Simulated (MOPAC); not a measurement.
A run for MOPAC: PM3 on CaO, a point of a bond scan (R = 2.006 Å).

```
PM3 1SCF PRECISE CHARGE=0 THREADS=1
CaO

Ca    -0.00000000 1    -0.00000000 1    -0.52107729 1
O      0.00000000 1     0.00000000 1     1.48507028 1
```

Program output:

```
*******************************************************************************
 **                                                                           **
 **                              MOPAC v23.2.5                                **
 **                                                                           **
 *******************************************************************************
 ** MOPAC's Digital Object Identifier: https://doi.org/10.5281/zenodo.6511958 **
 **                                                                           **
 ** Please cite the open-source release paper for use of this MOPAC version:  **
 ** J. E. Moussa and J. J. P. Stewart (2026)                                  **
 ** MOPAC: An open-source semiempirical molecular orbital program             **
 ** J. Open Source Softw., 11(119), 8025, https://doi.org/10.21105/joss.08025 **
 *******************************************************************************

                              PM3 CALCULATION RESULTS

 *******************************************************************************
 *  PM3        - The PM3 Hamiltonian to be used
 *
 *
 *
 *                 CHARGE ON SYSTEM = 0
 *
 *
 *
 *  PRECISE    - TIGHTER CRITERIA TO BE USED
 *  1SCF       - DO 1 SCF AND THEN STOP
 *  THREADS=1  - MULTI-THREADING NOT USED
 *  T=         - A TIME OF 172800.0 SECONDS REQUESTED
 *  DUMP=N     - RESTART FILE WRITTEN EVERY 7200.0 SECONDS REQUESTED
 *******************************************************************************
PM3 1SCF PRECISE CHARGE=0 THREADS=1
 CaO

   ATOM   CHEMICAL          X               Y               Z
  NUMBER   SYMBOL      (ANGSTROMS)     (ANGSTROMS)     (ANGSTROMS)

     1      Ca         -0.00000000  *  -0.00000000  *  -0.52107729  *
     2       O          0.00000000  *   0.00000000  *   1.48507028  *



          CARTESIAN COORDINATES

    NO.       ATOM           X           Y           Z

     1        Ca         -0.0000     -0.0000     -0.5211
     2         O          0.0000      0.0000      1.4851

  O: (PM3): J. J. P. STEWART, J. COMP. CHEM. 10, 209 (1989).
 Ca: (PM3): J. J. P. STEWART, J. MOL. MOD., 10, 155-164 (2004)

           Empirical Formula: O Ca  =     2 atoms



      MOLECULAR POINT GROUP   :   C*v


      RHF CALCULATION, NO. OF DOUBLY OCCUPIED LEVELS = 4


 -------------------------------------------------------------------------------
 PM3 1SCF PRECISE CHARGE=0 THREADS=1
 CaO



     1SCF WAS SPECIFIED, SO BFGS WAS NOT USED
     SCF FIELD WAS ACHIEVED


                              PM3 CALCULATION
                                                       MOPAC v23.2.5 Linux




          FINAL HEAT OF FORMATION =         28.23496 KCAL/MOL =     118.13507 KJ/MOL


          COSMO AREA              =         89.64 SQUARE ANGSTROMS
          COSMO VOLUME            =         77.18 CUBIC ANGSTROMS

          IONIZATION POTENTIAL    =          7.672400 EV
          HOMO LUMO ENERGIES (EV) =         -7.672 -1.530
          NO. OF FILLED LEVELS    =          4
          MOLECULAR WEIGHT        =         56.0794         POINT GROUP:  C*v

          MOLECULAR DIMENSIONS (Angstroms)

            Atom       Atom       Distance
            O     2   Ca     1     2.00615
            O     2   Ca     1     0.00000
           Ca     1    O     2     0.00000


          SCF CALCULATIONS        =          1





   ATOM   CHEMICAL          X               Y               Z
  NUMBER   SYMBOL      (ANGSTROMS)     (ANGSTROMS)     (ANGSTROMS)

     1      Ca         -0.00000000  *  -0.00000000  *  -0.52107729  *
     2       O          0.00000000  *   0.00000000  *   1.48507028  *

                             CARTESIAN COORDINATES

   1   Ca       -0.000000000    -0.000000000    -0.521077290
   2    O        0.000000000     0.000000000     1.485070280


           Empirical Formula: O Ca  =     2 atoms



      MOLECULAR POINT GROUP   :   C*v


                  EIGENVALUES
 -28.46824  -8.69253  -8.69253  -7.67240  -1.53024   0.73012   0.73012   3.04061


              NET ATOMIC CHARGES AND DIPOLE CONTRIBUTIONS

  ATOM NO.   TYPE          CHARGE      No. of ELECS.   s-Pop       p-Pop
    1         Ca           0.685471        1.3145     0.83845     0.47608
    2          O          -0.685471        6.6855     1.89422     4.79125
 DIPOLE           X         Y         Z       TOTAL
 POINT-CHG.     0.000     0.000    -6.605     6.605
 HYBRID         0.000     0.000    -0.531     0.531
 SUM            0.000     0.000    -7.136     7.136


          ATOMIC ORBITAL ELECTRON POPULATIONS

     Atom    s        px        py        pz
    1 Ca   0.83845   0.19606   0.19606   0.08396
    2  O   1.89422   1.80394   1.80394   1.18337

 **********************
 *                    *
 * JOB ENDED NORMALLY *
 *                    *
 **********************




 == MOPAC DONE ==
```

The run finished.

Cost: very roughly 0.03 core-seconds.
